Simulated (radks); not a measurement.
All-electron atom: Cs2+ in [Kr] 4d10 5s2 5p5.

All-electron calculation, scalar-relativistic Kohn-Sham, PW91, spin-polarised, spherical densities, point nucleus; open shells are filled with parallel spins first (spin-orbit coupling, left out, can overturn this in heavy ions). Program: a radial shooting solver on a logarithmic mesh with Libxc functionals.

Energy parts (eV):
| part | energy |
|---|---|
| total | -211894.14 |
| kinetic | 223261.79 |
| electron-nucleus | -511861.16 |
| Hartree | 81944.94 |
| exchange-correlation | -5239.71 |

Orbitals (lengths in bohr, moments of r in powers of bohr):
orbital	occ.	eigenvalue (eV)	<r^4>	<1/r>	<r>
1s up	1	-35821.46	2.245e-06	59.40	0.02611
1s down	1	-35821.41	2.245e-06	59.40	0.02611
2s up	1	-5633.534	0.0003776	13.64	0.1121
2s down	1	-5633.510	0.0003776	13.64	0.1121
2p up	3	-5055.566	0.0002742	13.00	0.09820
2p down	3	-5055.524	0.0002742	13.00	0.09820
3s up	1	-1184.719	0.01584	4.917	0.2990
3s down	1	-1184.677	0.01584	4.917	0.2990
3p up	3	-998.7403	0.01659	4.668	0.2970
3p down	3	-998.6921	0.01659	4.668	0.2970
3d up	5	-725.6949	0.01417	4.423	0.2735
3d down	5	-725.6487	0.01417	4.423	0.2735
4s up	1	-237.3522	0.4336	2.018	0.6945
4s down	1	-237.2547	0.4333	2.018	0.6945
4p up	3	-177.8737	0.5833	1.856	0.7392
4p down	3	-177.7729	0.5820	1.856	0.7390
4d up	5	-91.3013	1.102	1.585	0.8359
4d down	5	-91.1601	1.093	1.586	0.8348
5s up	1	-43.0653	15.63	0.7697	1.704
5s down	1	-42.3140	15.67	0.7715	1.703
5p up	3	-29.1969	29.95	0.6531	1.983
5p down	2	-28.4262	30.62	0.6520	1.989
5d up	0	-12.6493	156.9	0.4342	2.933
6s up	0	-12.1920	443.6	0.3178	4.006
5d down	0	-12.1115	170.9	0.4249	2.992
6s down	0	-11.9463	457.3	0.3150	4.035
4f up	0	-7.7300	113.2	0.7240	2.109
4f down	0	-7.2696	130.7	0.7199	2.156

The highest occupied level is 5p down at -28.426 eV. Summed over all electrons, <r^2> = 43.55 bohr^2, which gives a Langevin (diamagnetic) susceptibility term of -34.5 x 10^-6 cm^3/mol. Spin moment in Bohr magnetons: 1. For comparison, the ionisation energy in NIST's Atomic Spectra Database is 33.195 eV (semi-empirical). In exact Kohn-Sham theory the highest level is minus the ionisation energy, but local and semilocal functionals leave it too shallow, through self-interaction and a potential that decays too fast; potentials with the right tail come closer. The density falls to 0.001 e/bohr^3 at r = 3.81 bohr.
